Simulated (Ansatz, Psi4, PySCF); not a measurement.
propylene glycol (C₃H₈O₂), singlet, geometry from GFN2-xTB. Base run: WB97X/STO-3G (PySCF).

Geometry (Å):
```xyz
13

C      1.8332     0.1364     0.3509
C      0.4269     0.3065    -0.2121
O     -0.2812     1.3497     0.4316
C     -0.3881    -0.9922    -0.1085
O     -1.6764    -0.8221    -0.6378
H      2.3667     1.0828     0.3076
H      1.7885    -0.1935     1.3882
H      2.3813    -0.6032    -0.2252
H      0.4721     0.6136    -1.2623
H     -0.2559     1.1939     1.3837
H      0.0900    -1.7947    -0.6734
H     -0.4495    -1.2955     0.9509
H     -1.9639     0.0714    -0.4015
```
All else is at PySCF's defaults.

The same geometry, method and basis name were run in Ansatz (an electronic-structure program) and Psi4 and PySCF, at each program's defaults and at the settings that a row names. The base is PySCF at its defaults. Differences at the defaults can come from grids, fitting, cores and function types together.

```csv
code and settings,ΔE vs base (mEh),basis functions,E (Eh),SCF cycles,dipole (D)
"PySCF, defaults (exact integrals, its default grid, spherical functions)",0.000,33,-265.99800,9,1.94
"Psi4, defaults (density fitting with its default set, its default grid, spherical functions)",-1.581,33,-265.99958,8,1.94
"Ansatz, defaults (factorised integrals, its default grid, spherical functions)",0.004,33,-265.99799,-,-
"PySCF, density fitting with def2-universal-jkfit",-1.599,33,-265.99960,9,1.94
"PySCF, fine grid",0.003,33,-265.99799,9,1.94
"Psi4, exact integrals, spherical functions, fine grid",0.002,33,-265.99799,10,1.94
"Ansatz, high accuracy",0.003,33,-265.99799,-,-
```
